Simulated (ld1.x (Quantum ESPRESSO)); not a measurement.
**How hard is this Cr TM potential?**

chromium, norm-conserving Troullier–Martins (Kleinman–Bylander form), made with ld1.x (Quantum ESPRESSO) 7.5 (PBE, scalar-relativistic). Core [Ne], reference 3s2 3p6 3d5 4s0 4p0 (charge +1). Waves: 3s (bound): rc 0.85 bohr; 3p (bound): rc 0.85 bohr; 3d (bound): rc 1.15 bohr. Local part: all-electron potential smoothed inside 0.75 bohr (lloc = -1). Core correction: Bessel-smoothed model core inside 0.40 bohr.

The pseudo-atom Hamiltonian at the reference potential is diagonalised in spherical Bessel functions j_l(qr) that vanish at 20 bohr, with q² up to the cutoff. All-electron valence levels (Ry): 3s -5.9522, 4s -0.7315, 3p -3.8568, 4p -0.4410, 3d -0.7258.

Problem. How do the lowest levels (Ry) of each channel move with the cutoff, and are there ghosts?

Solution.

| cutoff (Ry) | s #1 | s #2 | s #3 | p #1 | p #2 | d #1 | d #2 | f #1 | f #2 | Σ f·Δε (mRy) |
| --- | --- | --- | --- | --- | --- | --- | --- | --- | --- | --- |
| 8 | -5.3375 | -0.6789 | -0.1993 | -2.0064 | -0.3217 | -0.2151 | -0.0756 | -0.0527 | 0.0462 | 14886.1 |
| 15 | -5.4918 | -0.7195 | -0.2091 | -3.0836 | -0.3908 | -0.2328 | -0.0832 | -0.0527 | 0.0461 | 8026.1 |
| 25 | -5.5473 | -0.7217 | -0.2097 | -3.6695 | -0.4277 | -0.2627 | -0.0943 | -0.0527 | 0.0461 | 4250.0 |
| 35 | -5.6959 | -0.7273 | -0.2107 | -3.8218 | -0.4390 | -0.3063 | -0.1074 | -0.0527 | 0.0461 | 2820.7 |
| 50 | -5.8668 | -0.7353 | -0.2122 | -3.8455 | -0.4416 | -0.4138 | -0.1282 | -0.0527 | 0.0461 | 1799.4 |
| 70 | -5.9287 | -0.7374 | -0.2126 | -3.8473 | -0.4417 | -0.5668 | -0.1444 | -0.0527 | 0.0461 | 899.9 |
| 100 | -5.9345 | -0.7380 | -0.2128 | -3.8548 | -0.4418 | -0.6953 | -0.1529 | -0.0527 | 0.0461 | 200.8 |
| 140 | -5.9449 | -0.7417 | -0.2137 | -3.8567 | -0.4419 | -0.7250 | -0.1544 | -0.0527 | 0.0461 | 20.4 |
| 180 | -5.9510 | -0.7433 | -0.2141 | -3.8567 | -0.4419 | -0.7256 | -0.1545 | -0.0527 | 0.0461 | 4.4 |
| 260 | -5.9517 | -0.7434 | -0.2141 | -3.8569 | -0.4419 | -0.7257 | -0.1545 | -0.0527 | 0.0461 | 1.3 |
| 400 | -5.9523 | -0.7435 | -0.2142 | -3.8569 | -0.4419 | -0.7258 | -0.1545 | -0.0527 | 0.0461 | 0.0 |

Result: no extra level below or beside the all-electron valence levels (s, p, d, f tested); 10 mRy is reached at 160 Ry and 1 mRy at 300 Ry.
